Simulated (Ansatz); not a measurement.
An input meant for CdMeF (CH3CdF) (charge 0, singlet).

```yaml
crystal:
  periodic: [false, false, false]
  atoms:
    - {symbol: Cd, position_ang: [-0.005805, 0.002897, -1.244816]}
    - {symbol: C, position_ang: [0.003776, -0.001495, 0.834441]}
    - {symbol: H, position_ang: [-0.448390, 0.917839, 1.205890]}
    - {symbol: H, position_ang: [1.029649, -0.069940, 1.195717]}
    - {symbol: H, position_ang: [-0.564745, -0.856075, 1.200580]}
    - {symbol: F, position_ang: [-0.014494, 0.006774, -3.191812]}
basis:
  gaussian: {orbitals: def2-SVP}
hamiltonian: {xc: {name: HF}}
correlation: {method: mp2, frozen_orbitals: {Cd: 9}}
scf: {omitted_lower_state_checks: [starts]}
```

```sh
$ ansatz run in.yaml --threads 4 --pin off --events-out ev --progress --plain --max-ram 3916MiB
```

Shortened log:

```
Functional definition: HF
Error: "frozen_orbitals" has no count for C
```

(1) What is wrong with this run?

Answers

(1) Frozen orbitals are typed for one element alone, and the program wants a count for each (the count typed has to fit that element's core, too). The program refused the input.
